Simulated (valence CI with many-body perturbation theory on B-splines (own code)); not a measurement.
## Sm41+ in brief

Method: relativistic CI+MBPT: three valence electrons over a frozen Dirac-Fock core [Ar], a basis of 9 s, 9 p, 10 d, 8 f, 5 g, 3 h, 1 i functions for each j, with the one-electron correlation potential Σ1 (screened to all orders), the two-electron term Σ2, the three-electron term Σ3, Breit, model QED; selected single and double excitations, second order for the rest (own B-spline code, finite nucleus).

No measured spectrum was set against this ion. As an estimate, large intervals hold to a few tenths of a per cent, small ones and those within an open d or f shell to about a per cent. Only levels of the ground parity were solved; by the run's estimate the other parity begins above the list, which can be wrong where configurations are misplaced.

Levels are named by their leading jj configuration (3d3/2^4 stands for four electrons in 3d with j = 3/2), which in mixed levels can hold well under half, so a name can repeat and another be missing.

Rates and lifetimes use the calculated energies. Strong lines usually hold to 10 to 20 %, long lifetimes can be off by a factor of two.

(1) What is the ground level?

(2) What is the ionisation energy?

(3) How well does LS coupling describe the low levels?

(4) Name the longest-lived excited levels whose lifetime is computed, and their main decay.

Answers

(1) (3d3/2^3) J=3/2, composition 53 % 3d3 4F + 34 % 3d3 2D + 9 % 3d3 2P, g = 0.662.

(2) 3137.4 eV; NIST lists 3137 ± 4 eV (theoretical).

(3) Among the lowest 19 levels the leading LS term, summed over configurations, holds 59 % on average. For single configurations the figures are 59 % in LS and 93 % in jj coupling. Terms mix most in the J = 3/2 level at 248190 cm⁻¹, where the leading one holds 40 %.

(4) (3d3/2^2 3d5/2) J=9/2 at 270730 cm⁻¹ lives 265 ms, mostly by M1 to (3d3/2^2 3d5/2) J=7/2.
